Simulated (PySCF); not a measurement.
SMILES C[Te][Si](C)(C)C (C₄H₁₂SiTe) at its GFN2-xTB optimised geometry (Å):

```
18

Te     2.1505    -1.1745     0.0000
C      2.2712    -0.0006    -1.8111
H      1.7805    -0.5114    -2.6278
H      3.3144     0.1350    -2.0568
H      1.8149     0.9686    -1.6662
Si    -0.3749    -1.1745     0.0000
C     -0.9219    -2.0754     1.5839
C     -1.0681    -2.0888    -1.5280
C     -1.0657     0.6065     0.0000
H     -2.0037    -2.1235     1.6484
H     -0.5422    -3.0915     1.6073
H     -0.5579    -1.5676     2.4709
H     -0.7147    -3.1151    -1.5666
H     -0.7599    -1.5999    -2.4476
H     -2.1537    -2.1118    -1.5182
H     -0.7767     1.1351    -0.9036
H     -0.6936     1.1745     0.8477
H     -2.1505     0.6108     0.0480
```

Computed with B3LYP/def2-SVP, def2 effective core potentials past Kr in PySCF. The core electrons that the potentials of Te replace are not part of the density. Cells within 0.4 Å of a nucleus heavier than hydrogen are left out (blank, or x).

Map of the electron localisation function on the plane z = 0.0 Å:

```
|000000000000000000000000000|
|000000000000000000000000000|
|000000000000000000000000000|
|000000000000000000000000000|
|000000000000000000000000000|
|000000000000000000000000000|
|000000000000000000000000000|
|000000000011000000000000000|
|000024421233210000000000000|
|000279985456420000000000000|
|000699998425520000000000000|
|000799999xxx530001223211000|
|0006999992x4641014566542100|
|000289997789962246666664200|
|000013444798545665222466310|
|000000002530204862476256420|
|00000000120xxx19627xx436521|
|00000000120xx619627xx447631|
|000000001320104873354268631|
|000000000233223566434688631|
|000000000012211257888888630|
|000000000000000136889887520|
|000000000000000014778875300|
|000000000000000002466642000|
|000000000000000000122210000|
|000000000000000000000000000|
|000000000000000000000000000|
```
Scale: ten equal steps from 0.000 (start of '0') to 0.999 (end of '9'), in the order '0123456789'; x runs from -4.50 to 4.50, y from -4.50 (bottom) to 4.50 (top).
